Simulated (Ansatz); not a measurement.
Reaction (substitution at a C–Si bond): `C[SiH2][SiH2][SiH3]` + `C[NH][AlH][OH]` → `C[N](C)[AlH][OH]` + `[SiH3][SiH2][SiH3]`

Program: Ansatz. Geometries: PBE0-D4/def2-TZVP. ΔE: electronic, gas phase. CCSD(T)/CBS is the MP2 limit (def2-TZVPP, def2-QZVPP) plus CCSD(T) − MP2 in def2-TZVPP, frozen cores. DFT in def2-TZVPP. HSE06 is defined as in plane-wave codes. Each species was taken in one conformer, which may not be the lowest.

`C[SiH2][SiH2][SiH3]`:

Cartesian coordinates in Å:
```
C -1.799 1.698 -1.100
Si -1.184 0.123 -0.287
Si 1.115 0.175 0.145
Si 1.816 -1.815 1.153
H -1.609 2.562 -0.461
H -2.874 1.640 -1.287
H -1.295 1.862 -2.054
H -1.466 -1.053 -1.159
H -1.894 -0.102 1.005
H 1.869 0.373 -1.128
H 1.439 1.321 1.043
H 3.276 -1.800 1.436
H 1.088 -2.016 2.435
H 1.519 -2.967 0.258
```

`C[NH][AlH][OH]`:

Cartesian coordinates in Å:
```
C -1.009 0.387 0.927
N -0.142 0.789 -0.158
Al 1.050 -0.153 -1.063
O 1.337 -1.791 -0.728
H -2.072 0.503 0.680
H -0.852 -0.668 1.162
H -0.819 0.951 1.849
H -0.268 1.761 -0.401
H 1.875 0.529 -2.215
H 0.900 -2.307 -0.054
```

`C[N](C)[AlH][OH]`:

Cartesian coordinates in Å:
```
C -0.561 0.281 -1.523
N -0.067 0.024 -0.193
C 0.516 -1.287 -0.068
Al -0.188 1.224 1.107
O 0.397 0.924 2.670
H -1.339 -0.441 -1.814
H -0.997 1.281 -1.588
H 0.239 0.217 -2.274
H -0.212 -2.080 -0.294
H 0.882 -1.459 0.948
H 1.365 -1.423 -0.753
H -0.856 2.617 0.813
H 0.821 0.123 2.969
```

`[SiH3][SiH2][SiH3]`:

```xyz
11

Si   -0.198   -1.321    1.423
Si    0.481   -0.528   -0.670
Si   -0.154    1.708   -0.932
H     0.195   -2.743    1.614
H    -1.677   -1.214    1.546
H     0.426   -0.504    2.498
H    -0.141   -1.353   -1.743
H     1.961   -0.645   -0.793
H     0.472    2.537    0.133
H    -1.632    1.828   -0.817
H     0.266    2.236   -2.258
```

```json
{"level": "LDA (SPW92)", "ΔE (kJ/mol)": "58.2", "difference from CCSD(T)/CBS": "-10.3"}
{"level": "PBE-D4", "ΔE (kJ/mol)": "65.2", "difference from CCSD(T)/CBS": "-3.3"}
{"level": "revPBE-D4", "ΔE (kJ/mol)": "63.0", "difference from CCSD(T)/CBS": "-5.5"}
{"level": "BLYP-D4", "ΔE (kJ/mol)": "62.9", "difference from CCSD(T)/CBS": "-5.6"}
{"level": "r2SCAN-D4", "ΔE (kJ/mol)": "68.8", "difference from CCSD(T)/CBS": "0.3"}
{"level": "B97M-V", "ΔE (kJ/mol)": "68.1", "difference from CCSD(T)/CBS": "-0.4"}
{"level": "PBE0-D4", "ΔE (kJ/mol)": "67.1", "difference from CCSD(T)/CBS": "-1.4"}
{"level": "r2SCAN0-D4", "ΔE (kJ/mol)": "69.5", "difference from CCSD(T)/CBS": "1.0"}
{"level": "HSE06-D4", "ΔE (kJ/mol)": "67.2", "difference from CCSD(T)/CBS": "-1.3"}
{"level": "BHLYP-D4", "ΔE (kJ/mol)": "66.1", "difference from CCSD(T)/CBS": "-2.4"}
{"level": "CAM-B3LYP-D4", "ΔE (kJ/mol)": "64.6", "difference from CCSD(T)/CBS": "-3.9"}
{"level": "ωB97X-V", "ΔE (kJ/mol)": "64.7", "difference from CCSD(T)/CBS": "-3.8"}
{"level": "ωB97M-V", "ΔE (kJ/mol)": "68.4", "difference from CCSD(T)/CBS": "-0.1"}
{"level": "B2PLYP", "ΔE (kJ/mol)": "67.1", "difference from CCSD(T)/CBS": "-1.4"}
{"level": "PBE-QIDH", "ΔE (kJ/mol)": "68.3", "difference from CCSD(T)/CBS": "-0.2"}
{"level": "PBE", "ΔE (kJ/mol)": "66.3", "difference from CCSD(T)/CBS": "-2.2"}
{"level": "revPBE", "ΔE (kJ/mol)": "69.2", "difference from CCSD(T)/CBS": "0.7"}
{"level": "r2SCAN", "ΔE (kJ/mol)": "69.0", "difference from CCSD(T)/CBS": "0.5"}
{"level": "PBE0", "ΔE (kJ/mol)": "68.0", "difference from CCSD(T)/CBS": "-0.5"}
{"level": "r2SCANh", "ΔE (kJ/mol)": "69.3", "difference from CCSD(T)/CBS": "0.8"}
{"level": "r2SCAN0", "ΔE (kJ/mol)": "69.7", "difference from CCSD(T)/CBS": "1.2"}
{"level": "HSE06", "ΔE (kJ/mol)": "67.9", "difference from CCSD(T)/CBS": "-0.6"}
{"level": "CAM-B3LYP", "ΔE (kJ/mol)": "65.4", "difference from CCSD(T)/CBS": "-3.1"}
{"level": "LC-ωPBE", "ΔE (kJ/mol)": "70.1", "difference from CCSD(T)/CBS": "1.6"}
{"level": "RPA@PBE/def2-TZVPP", "ΔE (kJ/mol)": "59.3", "difference from CCSD(T)/CBS": "-9.2"}
{"level": "HF/def2-SVP", "ΔE (kJ/mol)": "54.8", "difference from CCSD(T)/CBS": "-13.7"}
{"level": "MP2/def2-SVP", "ΔE (kJ/mol)": "52.9", "difference from CCSD(T)/CBS": "-15.6"}
{"level": "CCSD/def2-SVP", "ΔE (kJ/mol)": "49.0", "difference from CCSD(T)/CBS": "-19.5"}
{"level": "CCSD(T)/def2-SVP", "ΔE (kJ/mol)": "47.6", "difference from CCSD(T)/CBS": "-20.9"}
{"level": "HF/def2-TZVPP", "ΔE (kJ/mol)": "65.8", "difference from CCSD(T)/CBS": "-2.7"}
{"level": "MP2/def2-TZVPP", "ΔE (kJ/mol)": "68.1", "difference from CCSD(T)/CBS": "-0.4"}
{"level": "SCS-MP2/def2-TZVPP", "ΔE (kJ/mol)": "65.1", "difference from CCSD(T)/CBS": "-3.4"}
{"level": "CCSD/def2-TZVPP", "ΔE (kJ/mol)": "65.6", "difference from CCSD(T)/CBS": "-2.9"}
{"level": "CCSD(T)/def2-TZVPP", "ΔE (kJ/mol)": "64.9", "difference from CCSD(T)/CBS": "-3.6"}
{"level": "HF/def2-QZVPP", "ΔE (kJ/mol)": "66.0", "difference from CCSD(T)/CBS": "-2.5"}
{"level": "MP2/def2-QZVPP", "ΔE (kJ/mol)": "70.2", "difference from CCSD(T)/CBS": "1.7"}
{"level": "SCS-MP2/def2-QZVPP", "ΔE (kJ/mol)": "67.4", "difference from CCSD(T)/CBS": "-1.1"}
{"level": "HF/CBS(def2)", "ΔE (kJ/mol)": "66.0", "difference from CCSD(T)/CBS": "-2.5"}
{"level": "MP2/CBS(def2)", "ΔE (kJ/mol)": "71.7", "difference from CCSD(T)/CBS": "3.2"}
{"level": "CCSD/CBS(def2)", "ΔE (kJ/mol)": "69.2", "difference from CCSD(T)/CBS": "0.7"}
{"level": "CCSD(T)/CBS", "ΔE (kJ/mol)": "68.5", "difference from CCSD(T)/CBS": "0"}
```

Largest T1 diagnostic among the species: 0.013.

Leaving LDA and LC-ωPBE aside and taking each functional with its dispersion term where it has one, the values spread over 6.6 kJ/mol, from BLYP-D4 to r2SCAN0-D4. LDA lies −8.1 kJ/mol from PBE without D4. At CCSD(T), def2-SVP lies −20.9 kJ/mol from the extrapolated value and def2-TZVPP −3.6 kJ/mol.

CCSD(T)/CBS has its own doubt, a few kJ/mol and more with outer-core shells, so smaller differences from it don't rank the levels.
